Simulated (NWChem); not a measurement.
System: MoSOClF; SMILES [O]=[Mo]([F])(=[S])[Cl]

```xyz
5

Mo     0.2480     0.0883     0.0718
O      0.7954     0.2604     1.6249
S     -1.2835     1.4983    -0.1992
F      1.6017     0.4195    -1.1214
Cl    -0.6270    -1.9729    -0.1608
```
Atoms are numbered in this order, from 1.

Program: NWChem. Geometry: optimised at PBE0/def2-SVP. def2 effective core potentials on Mo; no spin-orbit coupling.

Q: Taking PBE/def2-TZVPD as the yardstick, which of these has the fewest basis functions while keeping “highest occupied level (eV)” within 0.05 eV of it: PBE/def2-SVP; PBE/def2-TZVPP; PBE/def2-TZVP; PBE/def2-SVPD?

A: PBE/def2-TZVP.
```json
[
 {"level": "PBE/def2-SVP", "basis functions": "95", "highest occupied level (eV)": "-7.13", "relative time (rough)": "1"},
 {"level": "PBE/def2-SVPD", "basis functions": "134", "highest occupied level (eV)": "-7.30", "relative time (rough)": "3"},
 {"level": "PBE/def2-TZVP", "basis functions": "176", "highest occupied level (eV)": "-7.17", "relative time (rough)": "3"},
 {"level": "PBE/def2-TZVPP", "basis functions": "202", "highest occupied level (eV)": "-7.16", "relative time (rough)": "5"},
 {"level": "PBE/def2-TZVPD", "basis functions": "212", "highest occupied level (eV)": "-7.19", "relative time (rough)": "6"}
]
```

The yardstick is one finite set, not the basis-set limit.
